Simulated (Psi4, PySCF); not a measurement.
Input for PySCF:
```python
from pyscf import gto, scf, mp

mol = gto.Mole()
mol.atom = '''
    Si   -0.00000000   -0.00000000   -1.06660351
    S     0.00000000    0.00000000    0.93327807
'''
mol.basis = 'aug-cc-pvdz'
mol.verbose = 4
mol.build()

mf = scf.RHF(mol)
mf.kernel()

pt = mp.MP2(mf, frozen=10)
pt.kernel()
print('E(MP2) = %.10f' % pt.e_tot)
```

Problem. Write the same job for Psi4.

Solution. This is not unique; one that fits is 
```
memory 2 GB

molecule mol {
0 1
Si   -0.000000   -0.000000   -1.066604
S     0.000000    0.000000    0.933278
}

set {
  basis aug-cc-pvdz
  reference rhf
  freeze_core true
  mp2_type conv
  scf_type pk
  puream true
  d_convergence 1e-8
}

energy('mp2')
print_variables()
```

Both were run: PySCF gave -686.699827 Eh and Psi4 -686.699827 Eh, 0.000 mEh apart.
